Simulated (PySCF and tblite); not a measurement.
The numbers below are computed, except where a source is named.
C7H11N, numbered as in [N:1]#[C:2][CH:3]1[CH2:4][CH2:5][CH2:6][CH2:7][CH2:8]1. Search: ETKDG, MMFF94s, GFN2-xTB, 60 starts; geometries at GFN2-xTB. Energies: B3LYP-D3(BJ)/def2-SVP (IEF-PCM, chloroform), with GFN2-xTB thermal terms (modes under about 100 cm⁻¹ blended into free rotors). Symmetry numbers and mirror images are counted. Conformers within 4 kcal/mol (GFN2-xTB free energy) were kept, 10 at most. GIAO shieldings: KT2/pcSseg-1 (IEF-PCM, chloroform). Shifts are against TMS (¹H), TMS (¹³C) at the same level. Codes: tblite and PySCF.

The 6-ring runs over atoms 3–4–5–6–7–8.

```
conformer                                       shape  point group  mirror pair  ΔE(DFT)  Δ(G−E) at 250 K  δ H3 (ppm)
        1  6-ring chair (all substituents equatorial)           Cs           no     0.00             0.00        2.47
        2                     6-ring chair (C2 axial)           Cs           no     0.08             0.09        3.23
```

Energies in kcal/mol; the thermal term leaves out symmetry numbers and mirror images.

(1) Work out the weights at 250 K and the ¹H shift of H3 under fast exchange.

Answers

(1) RT = 0.497 kcal/mol. Each conformer gets RT ln(σ/g), with σ the rotational symmetry number and g = 2 for a mirror pair: 1: σ = 1, g = 1, G = 0.00 + 0.00 + 0.00 = 0.00, 0.00 above the lowest, exp(−ΔG/RT) = 1.000; 2: σ = 1, g = 1, G = 0.08 + 0.09 + 0.00 = 0.17, 0.17 above the lowest, exp(−ΔG/RT) = 0.709. The sum is 1.709, so the weights are 58.5, 41.5 %. The averaged shift is 2.79 ppm. At 298.15 K it is 2.79 ppm. At 298.15 K the leading conformer alone gives 2.47 ppm and bare DFT energies give 2.82 ppm.
